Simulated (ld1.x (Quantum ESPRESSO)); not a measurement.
# Reading a pseudo-wave (C)

Columns: radius, all-electron u(r) and pseudo u(r) of the 2s shell (level -13.86 eV) of carbon in the configuration [He] 2s2 2p2; BP86, scalar-relativistic, RRKJ scheme, ld1.x (Quantum ESPRESSO) 7.5.

| r (bohr) | all-electron | pseudo |
| --- | --- | --- |
| 0.120 | 0.3463 | -0.0331 |
| 0.240 | 0.2575 | -0.1162 |
| 0.360 | 0.0333 | -0.2339 |
| 0.480 | -0.2053 | -0.3475 |
| 0.600 | -0.4123 | -0.4580 |
| 0.720 | -0.5744 | -0.5794 |
| 0.840 | -0.6908 | -0.6908 |
| 0.960 | -0.7658 | -0.7658 |
| 1.080 | -0.8063 | -0.8063 |
| 1.200 | -0.8195 | -0.8195 |
| 1.320 | -0.8121 | -0.8121 |
| 1.440 | -0.7897 | -0.7897 |
| 1.560 | -0.7569 | -0.7569 |
| 1.680 | -0.7173 | -0.7173 |
| 1.800 | -0.6737 | -0.6737 |
| 1.920 | -0.6281 | -0.6281 |
| 2.040 | -0.5821 | -0.5821 |
| 2.160 | -0.5368 | -0.5368 |
| 2.280 | -0.4929 | -0.4929 |
| 2.400 | -0.4510 | -0.4510 |
| 2.520 | -0.4114 | -0.4114 |
| 2.640 | -0.3742 | -0.3742 |
| 2.760 | -0.3396 | -0.3396 |
| 2.880 | -0.3075 | -0.3075 |
| 3.000 | -0.2780 | -0.2780 |
| 3.120 | -0.2509 | -0.2509 |

Problem. How many radial nodes do the two functions have?

Solution. The all-electron 2s function has n − l − 1 = 1; the pseudo-wave has 0, since the states of the same l below it are removed with the core.

Problem. At about which radius was the pseudo-wave matched?

Solution. 0.85 bohr, where the columns begin to agree (steps of 0.12 bohr).

Problem. Where does each function peak?

Solution. Outermost all-electron maximum near 1.20 bohr, pseudo maximum near 1.20 bohr (to the table’s step).

Problem. Is the pseudo-wave norm-conserving?

Solution. Yes: the RRKJ scheme keeps the norm inside the radius equal to the all-electron one, which fixes the energy derivative of the logarithmic derivative at the level.
